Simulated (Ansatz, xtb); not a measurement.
## Two isomers of Cl2H4SiSn

Structure I: `Cl[SiH](Cl)[SnH3]`, a singlet. Structure II: `Cl[SiH2][SnH2][Cl]`, a singlet. Both are isolated molecules in the gas phase, relaxed with r2SCAN-D4/def2-SVP; the shapes shown needn't be the lowest conformers.

I (Å):

```yaml
atoms:
  - { symbol: Cl, position_ang: [1.7506, -0.3469, 2.7226] }
  - { symbol: Cl, position_ang: [0.5123, -0.6924, -0.4060] }
  - { symbol: Si, position_ang: [0.2928, 0.3108, 1.3986] }
  - { symbol: Sn, position_ang: [0.6229, 2.8238, 0.9904] }
  - { symbol: H, position_ang: [-1.0240, -0.0901, 1.9640] }
  - { symbol: H, position_ang: [-0.5453, 3.4008, -0.1194] }
  - { symbol: H, position_ang: [0.4827, 3.6852, 2.4626] }
  - { symbol: H, position_ang: [2.1874, 3.0541, 0.3421] }
```

II (Å):

```xyz
8

Cl    2.3250    1.5581   -3.8120
Cl   -1.8903    1.5272   -2.0684
Si    2.0020    1.7359   -1.7678
Sn   -0.0596    0.3110   -1.1763
H     1.7563    3.1663   -1.4346
H     3.2190    1.2572   -1.0496
H    -0.0910   -1.2116   -1.9569
H    -0.3871    0.1575    0.4996
```

Quicker runs give these differences E(II) − E(I): GFN2-xTB −2.3 kcal/mol; HF/STO-3G −10.3 kcal/mol (at GFN2-xTB geometries); r2SCAN-D4/def2-SVP//GFN2-xTB +0.2 kcal/mol.

Estimate E(II) − E(I) at the level CCSD(T)/def2-SVP + ΔMP2/def2-TZVPP.

Not settled: CCSD(T)/def2-SVP + ΔMP2/def2-TZVPP gives E(II) − E(I) = +2.5 kcal/mol, but this leans on the basis-set step: CCSD(T) alone gives +1.0 kcal/mol.

The same difference at several levels:

```csv
level,geometry,E(II) − E(I) (kcal/mol),departure from the last row (kcal/mol),"job, with rough time for the two"
GFN2-xTB,GFN2-xTB,−2.3,−4.8,"optimisation, 0.63 s"
HF/STO-3G,GFN2-xTB,−10.3,−12.8,"single point, 5 s"
r2SCAN-D4/def2-SVP//GFN2-xTB,GFN2-xTB,+0.2,−2.3,"single point, 15 s"
r2SCAN-D4/def2-SVP,r2SCAN-D4/def2-SVP,+1.5,−1.0,"optimisation, 3.3 min"
HF/def2-SVP,r2SCAN-D4/def2-SVP,−1.8,−4.3,part of the CCSD(T) run
MP2/def2-SVP,r2SCAN-D4/def2-SVP,+1.3,−1.2,part of the CCSD(T) run
CCSD(T)/def2-SVP,r2SCAN-D4/def2-SVP,+1.0,−1.5,single point
CCSD(T)/def2-SVP + ΔMP2/def2-TZVPP,r2SCAN-D4/def2-SVP,+2.5,,"single point, 1.7 min"
```

As drawn, II has 1 Cl–Sn, 1 Si–H in place of 1 Cl–Si, 1 Sn–H.

GFN2-xTB, HF/STO-3G, HF/def2-SVP put the two in the other order. r2SCAN-D4/def2-SVP//GFN2-xTB finds them nearly level. The largest departure from CCSD(T)/def2-SVP + ΔMP2/def2-TZVPP is that of HF/STO-3G, 12.8 kcal/mol. The last row adds to CCSD(T) the change of the MP2 difference between the two basis sets, here +1.5 kcal/mol.

With harmonic frequencies from r2SCAN-D4/def2-SVP (ideal gas, rigid rotor, one conformer each, 400 K, 1 atm): on the last row, ΔE + ΔZPE = +3.1 kcal/mol. A mode under 50 cm⁻¹ makes harmonic enthalpies and free energies unreliable, so none is given.

The correlated steps freeze 19 core orbitals; the filled d shell of Sn is correlated, in a basis made for valence electrons. Atoms past krypton carry core potentials in the def2 sets, other sets are all-electron and non-relativistic, and no spin–orbit term is included. Run with Ansatz 0.2.0, xtb 6.7.1; the last row on 1 thread of AMD EPYC (Zen 3) on a shared host.
